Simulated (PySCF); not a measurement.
phosphine (H3P), singlet, geometry from GFN2-xTB; BLYP/pcseg-1 (PySCF).

PySCF was given this input:
```python
from pyscf import gto, scf, dft

mol = gto.M(
    atom='''
P    -0.001725    0.004043    0.127968
H    -0.005864    1.133654   -0.676494
H     1.015563   -0.584185   -0.608449
H    -0.983827   -0.610119   -0.634578
''',
    basis='pcseg-1',
    charge=0,
    spin=0,
    verbose=3,
)

mf = dft.RKS(mol)
mf.xc = 'blyp'
mf.grids.level = 4
mf.kernel()
mf.analyze()
```

The log (banner, timings and long lists left out):

```
converged SCF energy = -343.113846345816
**** MO energy ****
MO #1   energy= -76.3505497654109  occ= 2
MO #2   energy= -6.30193884192261  occ= 2
MO #3   energy= -4.53005207348815  occ= 2
MO #4   energy= -4.53005206202816  occ= 2
MO #5   energy= -4.52524059948697  occ= 2
MO #6   energy= -0.588254874925725 occ= 2
MO #7   energy= -0.345167818277374 occ= 2
MO #8   energy= -0.345167725726163 occ= 2
MO #9   energy= -0.239254141587928 occ= 2
MO #10  energy= 0.00536688096070463 occ= 0
MO #11  energy= 0.00536698462175018 occ= 0
MO #12  energy= 0.0225465026531375 occ= 0
MO #13  energy= 0.182272125774187  occ= 0
MO #14  energy= 0.182272165297202  occ= 0
MO #15  energy= 0.213333007036479  occ= 0
MO #16  energy= 0.407262375431982  occ= 0
MO #17  energy= 0.4072624769718    occ= 0
 ** Mulliken atomic charges  **
charge of    0P =     -0.03069
charge of    1H =      0.01023
charge of    2H =      0.01023
charge of    3H =      0.01023
Dipole moment(X, Y, Z, Debye):  0.01246, -0.02921, -0.92449
```
